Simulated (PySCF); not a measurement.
CH₄Cl₄Si₂, singlet, geometry from GFN2-xTB, atoms displaced at random by about 0.08 Å a coordinate. Base run: TPSS/STO-3G, gradient in PySCF.

PySCF was given this input:
```python
from pyscf import gto, scf, dft

mol = gto.Mole()
mol.atom = '''
    Si    1.38118646    0.50866482    0.25295205
    Cl    2.95214722    1.05655876   -1.19229335
    Cl    2.01922204   -0.73290510    1.28481329
    C    -0.08440596   -0.02665630   -0.99734240
    Si   -1.40683053   -0.85987630    0.15806422
    Cl   -2.91100950   -1.22318702   -1.14254005
    Cl   -2.23800080    0.90103874    1.24380943
    H     1.22346034    1.91779288    0.94244189
    H    -0.24785075    0.79255707   -1.69347354
    H     0.28291247   -0.73819943   -1.64784229
    H    -1.19630711   -1.59440624    1.05557659
'''
mol.basis = 'sto-3g'
mol.verbose = 4
mol.build()

mf = dft.RKS(mol)
mf.xc = 'tpss'
mf.kernel()
g = mf.nuc_grad_method()
grad = g.kernel()
```

The coordinate followed is z of atom 11.

Each row names what was changed in the base input (with any setting that the change needs).

| change | dE/dx (Eh/bohr) | net force (Eh/bohr) |
|---|---|---|
| base | -0.170804 | 0.000032 |
| finite difference step (bohr) = 0.05; conv_tol = 1e-11 | -0.170931 | - |
| finite difference step (bohr) = 0.2; conv_tol = 1e-11 | (withheld) | - |
| density fitting = on; auxbasis_response = off | -0.170836 | 0.000488 |
| conv_tol = 1e-6 | -0.170799 | 0.000032 |
| finite difference step (bohr) = 1e-3; conv_tol = 1e-11 | -0.170801 | - |
| finite difference step (bohr) = 1e-5; conv_tol = 1e-11 | -0.170801 | - |
| finite difference step (bohr) = 0.01; conv_tol = 1e-11 | -0.170806 | - |
| grids.level = 5; grid_response = off | -0.170804 | 0.000024 |
| density fitting = on | -0.170790 | 0.000032 |
| grids.level = 1; grid_response = off | -0.170821 | 0.001030 |
| finite difference step (bohr) = 1e-4; conv_tol = 1e-11 | -0.170801 | - |

Q: Some entries are withheld; supply them.

A: 
- finite difference step (bohr) = 0.2; conv_tol = 1e-11, dE/dx (Eh/bohr): -0.172841

The net force is zero for an exact gradient.
